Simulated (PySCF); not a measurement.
# Dipole moment and polarisability of `C=C(CC)C(=O)OC`

Compound: C6H10O2.
Structure used (GFN2-xTB), in Å, numbered top down from 1:
```xyz
18
C6H10O2 angstrom
C     -0.6746   -2.2354   -0.7330
C     -0.3811   -1.0149   -0.2950
C     -1.3415   -0.1486    0.4650
C     -1.8849    0.9763   -0.4176
C      0.9719   -0.4745   -0.5954
O      1.7721   -0.9970   -1.3323
O      1.2248    0.6701    0.0598
C      2.4994    1.2479   -0.1688
H      0.0498   -2.8063   -1.2892
H     -1.6314   -2.6928   -0.5473
H     -2.1705   -0.7624    0.8210
H     -0.8333    0.2866    1.3267
H     -2.3886    0.5641   -1.2894
H     -1.0761    1.6186   -0.7556
H     -2.5959    1.5805    0.1407
H      3.2885    0.5157    0.0152
H      2.5795    1.5941   -1.2019
H      2.5832    2.0843    0.5206
```

Level: PBE0/def2-SVPD (PySCF), static field, nuclei fixed, core orbitals frozen in the response. The polarisability tensor in these axes (au):

```
x   85.38  8.14 -3.08
y    8.14 90.58  8.36
z   -3.08  8.36 65.12
```

Task: Diagonalise the tensor; give its mean and Δα, where Δα² is half the sum of the squared differences of the eigenvalues.

Result: Principal values 61.38, 82.34 and 97.36 au; mean 80.36 au = 11.91 Å³ = 13.25 × 10⁻⁴⁰ C²·m²/J; Δα = 31.30 au (39 % of the mean).

Task: What is the dipole moment, and where does it point?

Result: (-0.98, 1.22, 1.25) D, 2.00 D in size, pointing from the negative to the positive side. Measured along this direction, the outermost atoms are H9 at the negative end and H15 at the positive end.

Task: Sum over states: ᾱ = Σ f/ω², ω in Eh. What share falls to these 6 lowest TDDFT singlets (eV, f)? 4.93, 0.0009; 6.02, 0.2291; 6.68, 0.0841; 6.91, 0.0014; 7.36, 0.0075; 7.39, 0.0271.

Result: They add up to 6.60 au, 8.2 % of the 80.36 au; the largest single term is 4.69 au, from the state at 6.02 eV. Terms in order: 0.03, 4.69, 1.39, 0.02, 0.10, 0.37 au. Higher excitations give the rest. The strengths listed sum to 0.350.

Task: Orientational against electronic polarisability at 298 K (dilute gas, rigid molecules)?

Result: In Gaussian units μ²/3kT = 32.47 Å³ against 11.91 Å³, a ratio of 2.73; the Debye molar polarisation (4π/3)N_A(α + μ²/3kT) is 112.0 cm³/mol, leaving out the vibrational part.

Task: What are the principal values of the traceless quadrupole moment, Θ = ½Σq(3rr − r²1), about the centre of nuclear charge?

Result: -9.05, -2.52, 11.56 D·Å. The values depend on the origin, since the dipole doesn't vanish. The electronic extent ⟨r²⟩ about the same centre is 1073 bohr², a root-mean-square distance of 2.20 Å for the 62 electrons.

The structure is a single GFN2-xTB conformer in the gas phase; no vibrational or solvent corrections.
